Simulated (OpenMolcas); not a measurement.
**Ta4+: moving or changing the point charges**

Ta4+ among 4 point charges of -2.5 e arranged as a square (D4h), 2.16 Å from the ion.
```
   2.1600    0.0000    0.0000  -2.50
   0.0000    2.1600    0.0000  -2.50
  -2.1600    0.0000    0.0000  -2.50
   0.0000   -2.1600    0.0000  -2.50
```

| Quantity | Value |
| --- | --- |
| Program | OpenMolcas 26.06 |
| Method | CASSCF |
| Basis | ANO-RCC-VDZP [7s6p4d2f1g] |
| Scalar Hamiltonian | DKH2, point nucleus |
| Active space | 1 electron in 5 orbitals (5d) |
| State averaging | 2S+1 = 2 even, 5 roots |
| Spin-orbit coupling | RASSI with atomic mean-field integrals over the reference wave functions |

Runs around this geometry, states (labels of D4, the rotations of D4h). Energies in cm-1 above the lowest state or level, χT in cm3 K/mol.

```tsv
R (Å)	q (e)	Ground state	First state of that spin	First gap with spin-orbit (degeneracies)	χT at 300 K
2.16	-2	2A1	2E 11891	12001 (2, 2)	0.168
2.06	-2.5	2A1	2E 22219	21421 (2, 2)	0.280
2.16	-2.5	2A1	2E 18081	17493 (2, 2)	0.244
2.32	-2.5	2A1	2E 13257	13177 (2, 2)	0.184
```

Taking the first state of the same spin as R^-n, n = -ln(13257 / 22219) / ln(2.32 / 2.06) = 4.3 between the shortest and longest distance.

Scaling the charges by -2 / -2.5 = 0.80 scales the first state of the same spin by 11891 / 18081 = 0.66; with fixed orbitals a first-order splitting would follow the charge.

Point charges carry no covalency, so the field is a model and not that of real ligands. No measured value stands beside these numbers.
